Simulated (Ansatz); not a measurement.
C2H10BN (`C[BH-](C)[NH3+]`), relaxed with RKS PBE0-D4/def2-TZVP in Ansatz from a PBE-D4/def2-SVP geometry. The force threshold is 0.005 eV/Å; the program also tests the step.

The species carries charge 0 and has multiplicity 1.

Start:

```xyz
14

C     1.014    1.123    0.358
B    -0.122   -0.028    0.466
C    -1.490    0.278   -0.348
N     0.536   -1.381   -0.246
H     1.975    0.866    0.860
H     1.257    1.405   -0.694
H     0.656    2.054    0.847
H    -0.322   -0.410    1.633
H    -1.317    0.541   -1.419
H    -2.230   -0.555   -0.329
H    -2.008    1.153    0.100
H     0.755   -1.203   -1.239
H    -0.115   -2.179   -0.209
H     1.410   -1.663    0.220
```

Problem. How much energy does the relaxation release, and in how many steps? (Estimate.)

Solution. Ansatz gave: 4.60 kJ/mol, in 5 steps.

Problem. Which bonds change most? (An estimate is asked.)

Solution. The calculation gave: B2–H8 from 1.243 to 1.223 Å; C3–H11 from 1.111 to 1.094 Å; C1–H7 from 1.111 to 1.094 Å; C3–H10 from 1.114 to 1.098 Å.

Problem. Give the relaxed structure. (Estimate.)

Solution. The calculation gave: 
```xyz
14

C     1.006    1.117    0.357
B    -0.122   -0.027    0.464
C    -1.481    0.277   -0.344
N     0.534   -1.375   -0.249
H     1.953    0.857    0.848
H     1.243    1.391   -0.681
H     0.658    2.034    0.840
H    -0.318   -0.403    1.611
H    -1.305    0.531   -1.400
H    -2.205   -0.547   -0.324
H    -1.992    1.140    0.093
H     0.748   -1.192   -1.226
H    -0.113   -2.155   -0.207
H     1.394   -1.646    0.218
```
